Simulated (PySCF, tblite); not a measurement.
Isomers of C3H9OPSi, one GFN2-xTB conformer each. Single-point energies are computed at PBE0/pcSseg-1 (PySCF, gas phase, no added dispersion term), electronic only.

Task: Rank them by PBE0/pcSseg-1 energy, lowest first (kJ/mol).
A. `[O:1]=[P@@H:2]1[CH2:3][CH2:4][C@@H:5]1[SiH3:6]` with O1–P2–C3–C4 -140°, P2–C3–C4–C5 19°, C3–C4–C5–Si6 91°, O1–P2–C5–C4 139°
B. `[O:1]=[P@H:2]1[CH2:3][C@@H:4]([SiH3:5])[CH2:6]1` with O1–P2–C3–C4 141°, P2–C3–C4–Si5 -145°, C3–C4–C6–P2 22°, O1–P2–C6–C4 -141°

Result: A (0.0), B (6.2).

Neighbours under 10 kJ/mol apart (O=[P@@H]1CC[C@@H]1[SiH3] and O=[P@H]1C[C@@H]([SiH3])C1) can change places with a better method, another conformer or zero-point energy. GFN2-xTB itself gives, in the same order: 0.0, 11.6. Both levels put the same isomer lowest.

Task: Which frontier levels, dipoles and rotational constants go with these structures?

Result: 
| SMILES | HOMO (eV, PBE0/pcSseg-1) | LUMO (eV) | dipole (D) | A, B, C (MHz) |
| --- | --- | --- | --- | --- |
| O=[P@@H]1CC[C@@H]1[SiH3] | -7.82 | 0.55 | 3.94 | 3155, 2109, 1499 |
| O=[P@H]1C[C@@H]([SiH3])C1 | -7.65 | 0.33 | 3.90 | 6811, 1164, 1110 |

Task: What happens when harmonic zero-point energies from GFN2-xTB frequencies are added?

Result: 
```csv
SMILES,ZPE (kJ/mol),electronic (kJ/mol),with ZPE (kJ/mol)
O=[P@@H]1CC[C@@H]1[SiH3],286.5,0.0,0.0
O=[P@H]1C[C@@H]([SiH3])C1,285.4,6.2,5.2
```

The zero-point energies span 1.1 kJ/mol. The order is unchanged.

Task: As an exercise, what shares would exp(−E/RT) give at 298.15 K from these electronic energies alone (no entropy, no degeneracies)?

Result: RT = 2.479 kJ/mol: O=[P@@H]1CC[C@@H]1[SiH3] 92.4 %, O=[P@H]1C[C@@H]([SiH3])C1 7.6 %.
